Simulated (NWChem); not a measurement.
**Basis-set dependence for Mg**

```
Mg
```
Charge 0, spin multiplicity 1.

The numbers come from NWChem runs, not from measurements.

Hartree-Fock energies in Ha, correlation energies in mHa.

The correlated methods keep 5 core orbitals frozen. Coupled-cluster values serve here as a point of comparison, not as the truth.

```csv
basis,functions,RHF,MP2,SCS-MP2,CCSD,CR-CCSD[T],CR-CCSD(T),CCSDT
STO-3G,9,-197.00735,-20.5,-24.6,-36.2,-36.2,-36.2,-36.2
def2-SVP,18,-199.53481,-20.1,-24.1,-31.9,-31.9,-31.9,-31.9
def2-TZVP,32,-199.60663,-21.7,-26.1,-32.7,-32.7,-32.7,-32.7
def2-QZVP,51,-199.61449,-23.6,-28.3,-33.8,-33.8,-33.8,-33.8
```

From def2-TZVP to def2-QZVP the Hartree-Fock energy moves by -7.9 mHa and the MP2 correlation energy by -1.9 mHa, which is 8 % of its value in the larger set.
